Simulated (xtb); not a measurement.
AsF2, doublet, geometry from GFN2-xTB; GFN0-xTB (xtb).

The xtb input:
```
$ xtb mol.xyz --gfn 0 --uhf 1 --etemp 5000 --json

# file mol.xyz
3

F     -1.22363536    -0.84799539     0.05148653
As    -0.02211217     0.42725140    -0.01934179
F      1.30471333    -0.71859307     0.01943336
```

Q: Write the output that xtb gives for this input, abridged.

A: 
```
   ID    Z sym.   atoms
    1    9 F      1, 3
    2   33 As     2

           -------------------------------------------------
          |                Calculation Setup                |
           -------------------------------------------------

           -------------------------------------------------
          |                 G F N 0 - x T B                 |
           -------------------------------------------------

          ...................................................
          :                      SETUP                      :
          :.................................................:
          :  # basis functions                  18          :
          :  # atomic orbitals                  17          :
          :  # shells                            7          :
          :  # electrons                        19          :
          :  electronic temp.         5000.0000000     K    :
          :  accuracy                    1.0000000          :
          :  -> integral cutoff          0.2500000E+02      :
          :  -> integral neglect         0.1000000E-07      :
          ...................................................

         :::::::::::::::::::::::::::::::::::::::::::::::::::::
         ::                     SUMMARY                     ::
         :::::::::::::::::::::::::::::::::::::::::::::::::::::
         :: total energy             -10.222367825561 Eh    ::
         :: gradient norm              0.008946745753 Eh/a0 ::
         :: HOMO-LUMO gap              2.255754166933 eV    ::
         ::.................................................::
         :: H0 energy                -10.210131186080 Eh    ::
         :: repulsion energy           0.008517454495 Eh    ::
         :: electrostat energy        -0.020384873649 Eh    ::
         :: -> Gsolv                   0.000000000000 Eh    ::
         ::    -> Gsasa                0.000000000000 Eh    ::
         ::    -> Gshift               0.000000000000 Eh    ::
         :: dispersion energy         -0.000369220328 Eh    ::
         :: short-range corr.          0.000000000000 Eh    ::
         :: add. restraining           0.000000000000 Eh    ::
         :: total charge              -0.000000000000 e     ::
         :::::::::::::::::::::::::::::::::::::::::::::::::::::

           -------------------------------------------------
          |                Property Printout                |
[...]
         6        1.9883           -0.4578092             -12.4576
         7        1.9738           -0.4448075             -12.1038
         8        1.9671           -0.4410827             -12.0025
         9        1.9597           -0.4377673             -11.9123
        10        1.0618           -0.3572296              -9.7207 (HOMO)
        11        0.0689           -0.2743321              -7.4650 (LUMO)
        12        0.0013           -0.2099880              -5.7141
        13                          0.0312927               0.8515
        14                          0.0327709               0.8917
        15                          0.0793415               2.1590
        16                          0.3510879               9.5536
        17                          0.8933433              24.3091
      -------------------------------------------------------------
                  HL-Gap            0.0828974 Eh            2.2558 eV
             Fermi-level            0.0000000 Eh            0.0000 eV

     #   Z          covCN         q      C6AA      α(0)
     1   9 F        0.738    -0.111    10.409     3.717
     2  33 As       1.475     0.222   251.905    29.676
     3   9 F        0.738    -0.111    10.409     3.717

 Mol. C6AA /au·bohr⁶  :        478.545256
 Mol. C8AA /au·bohr⁸  :      26831.108240
 Mol. α(0) /au        :         37.110336

Wiberg/Mayer (AO) data.
largest (>0.10) Wiberg bond orders for each atom

 ---------------------------------------------------------------------------
     #   Z sym  total        # sym  WBO       # sym  WBO       # sym  WBO
 ---------------------------------------------------------------------------
     1   9 F    1.230 --     2 As   1.194
     2  33 As   2.387 --     3 F    1.194     1 F    1.194
     3   9 F    1.230 --     2 As   1.194
 ---------------------------------------------------------------------------

Topologies differ in total number of bonds
Writing topology from bond orders to xtbtopo.mol

 dipole moment from electron density (au)
     X       Y       Z
  -0.0334   0.6453  -0.0292  total (Debye):    1.644

           -------------------------------------------------
          | TOTAL ENERGY              -10.222367825561 Eh   |
          | GRADIENT NORM               0.008946745753 Eh/α |
          | HOMO-LUMO GAP               2.255754166933 eV   |
           -------------------------------------------------

normal termination of xtb
```
